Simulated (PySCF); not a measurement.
SiOBr2, SMILES O=[Si](Br)Br. Heavy atoms are numbered as in [Si:1](=[O:2])([Br:3])[Br:4].

The structure is a stationary point at B3LYP-D3(BJ)/def2-SVP.

Method: KT2/pcSseg-1 (PySCF).

GIAO shieldings, no solvent; atoms alike by connectivity are averaged. δ = σ(ref) − σ: ²⁹Si against TMS (σ = 361.9 ppm); ¹⁷O against H2O (σ = 330.4 ppm), references at their B3LYP-D3(BJ)/def2-TZVP geometries, non-relativistic (without spin–orbit terms, shifts of atoms bonded to Cl or Br come out too high).

Computed chemical shifts:
| nucleus | atoms | count | δ (ppm) |
|---|---|---|---|
| ²⁹Si | Si1 | 1 | 15.6 |
| ¹⁷O | O2 | 1 | 462.8 |
